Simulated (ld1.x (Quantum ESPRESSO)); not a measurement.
**Varying the TM semilocal potential for Yb**

Base potential:

ld1.x (Quantum ESPRESSO) 7.5 input, shortened:

```
&input
   title='Yb', zed=70., rel=1, dft='PBE', iswitch=3,
   config='[Xe] 4f14 5d0 6s2 6p0'
 /
 &inputp
   pseudotype=1, tm=.true., lloc=3,
   nlcc=.false.
 /
4
5S  1  0   2.00   0.00  1.30  1.30  0.0
5P  2  1   6.00   0.00  2.45  2.45  0.0
5D  3  2   0.00   0.00  3.15  3.15  0.0
4F  4  3  14.00   0.00  1.25  1.25  0.0
 &test
   configts(1)='4f14 5s2 5p6 5d0 6s2 6p0'
 /
```

Occupied shells without a wave of their own: 6s. They enter only through the test configuration that unscreens the potential.

All-electron outer shells of the reference configuration (PBE, scalar-relativistic, ld1.x):

```json
{"shell": "4p", "level (eV)": "-338.25", "outermost node (bohr)": "0.26", "outermost maximum (bohr)": "0.48"}
{"shell": "4d", "level (eV)": "-177.93", "outermost node (bohr)": "0.24", "outermost maximum (bohr)": "0.49"}
{"shell": "5s", "level (eV)": "-54.92", "outermost node (bohr)": "0.58", "outermost maximum (bohr)": "1.07"}
{"shell": "5p", "level (eV)": "-27.42", "outermost node (bohr)": "0.62", "outermost maximum (bohr)": "1.24"}
{"shell": "6s", "level (eV)": "-3.92", "outermost node (bohr)": "1.47", "outermost maximum (bohr)": "3.28"}
{"shell": "4f", "level (eV)": "-3.01", "outermost node (bohr)": "–", "outermost maximum (bohr)": "0.49"}
{"shell": "6p", "level (eV)": "-1.11", "outermost node (bohr)": "1.81", "outermost maximum (bohr)": "4.66"}
{"shell": "5d", "level (eV)": "-0.67", "outermost node (bohr)": "0.70", "outermost maximum (bohr)": "2.12"}
```

Cutoffs, loose and tight: the cutoffs (Ry, on a coarse ladder) from which the occupation-weighted sum of valence levels, in a spherical-Bessel basis at the reference potential, stays within 10 and 1 mRy of its value at 400 Ry. They do not see the model core or the augmentation charge, which bear on the density cutoff. Test errors are all-electron minus pseudo excitation energies from the reference, over the configurations 4f14 5s2 5p6 5d0 6s1 6p0; 4f14 5s2 5p6 5d0 6s0 6p0; 4f13 5s2 5p6 5d0 6s0 6p0; 4f14 5s1 5p6 5d0 6s2 6p0; 4f12 5s2 5p6 5d0 6s0 6p0; 4f14 5s2 5p5 5d0 6s2 6p0; 4f14 5s2 5p6 5d1 6s0 6p0. A dash means not determined; rows that change the core or the reference have their own tests.

Cutoffs are not given where the Bessel-basis levels miss the radial ones by over 6 mRy, ghosts where they miss by over 20 mRy; a channel whose overlap is not positive is not tested.

A semilocal file is local in each channel, so a ghost entry of none says nothing of the separable form that plane-wave codes build from it.

| change | outcome | cutoff, loose | cutoff, tight | bound ghosts | largest test error (meV) |
| --- | --- | --- | --- | --- | --- |
| base | generated | 300 Ry | over 300 Ry | none | -171 |
| wave 5s (bound): rc 1.30 bohr becomes 5s (bound): rc 0.82 bohr | generated, misses its reference levels by 2.34 eV | – | – | none | no test is counted, since the test run did not reproduce the reference configuration |
| wave 5s (bound): rc 1.30 bohr becomes 5s (bound): rc 1.02 bohr | generated | 300 Ry | over 300 Ry | none | -156 |
| wave 5s (bound): rc 1.30 bohr becomes 5s (bound): rc 1.26 bohr | generated | 300 Ry | over 300 Ry | none | +155 |
| wave 5s (bound): rc 1.30 bohr becomes 5s (bound): rc 1.38 bohr | generated | 300 Ry | over 300 Ry | none | -367 |
| wave 5s (bound): rc 1.30 bohr becomes 5s (bound): rc 1.62 bohr | generated, misses its reference levels by 0.25 eV | 300 Ry | over 300 Ry | none | -1687 |
| wave 5s (bound): rc 1.30 bohr becomes 5s (bound): rc 1.74 bohr | generated, misses its reference levels by 0.44 eV | 300 Ry | over 300 Ry | none | -3278 |
| wave 5s (bound): rc 1.30 bohr becomes 5s (bound): rc 1.92 bohr | generated, misses its reference levels by 0.85 eV | 300 Ry | over 300 Ry | none | -6669 |

Reading the sweep of the s radius (base included, trends over the rows without a ghost): The loose cutoff stays near 300 Ry. The median size of the test errors (rows with all tests solved) rises from 103.5 meV at 1.02 to 2174.3 meV at 1.92 bohr, with one reversal. More of the atom is replaced by a form fitted at one configuration, so other configurations suffer as the radius grows.
